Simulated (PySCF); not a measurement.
## Rh⁺ (rhodium, charge +1) across methods

[Kr] 4d7 5p1, one real determinant (an excited configuration). Calculation: PySCF 2.14, in aug-cc-pwCVDZ-PP with ECP28MDF; a scalar-relativistic core potential.

| method | E (hartree) | mean ε 4d α (eV) | mean ε 4d β (eV) | mean ε 5p α (eV) | Σ⟨r²⟩ (bohr²) | ⟨S²⟩ |
| --- | --- | --- | --- | --- | --- | --- |
| wB97M-V | -109.5121 | -23.132 | -21.218 | -10.575 | 42.80 | 6.002 |
| PW91 | -109.6456 | -18.831 | -16.932 | -8.524 | 42.55 | 6.001 |
| PBE0 | -109.5848 | -20.731 | -18.646 | -9.020 | 42.66 | 6.001 |
| PBE | -109.5933 | -18.769 | -16.849 | -8.470 | 42.62 | 6.001 |
| r2SCAN | -109.6233 | -19.194 | -16.966 | -8.587 | 42.37 | 6.002 |
| B3LYP | -109.6259 | -20.299 | -18.427 | -8.889 | 42.72 | 6.001 |
| LDA | -109.3429 | -18.915 | -16.855 | -8.585 | 42.52 | 6.000 |
| UHF | -108.93545 | -25.863 | -23.173 | -10.200 | 43.79 | 6.005 |
| BLYP | -109.5522 | -18.564 | -16.846 | -8.297 | 42.73 | 6.001 |

⟨L²⟩ = 13.85 against 20 for a pure G term, so this real determinant mixes terms. Energies and moments cover only the electrons outside the core potential.
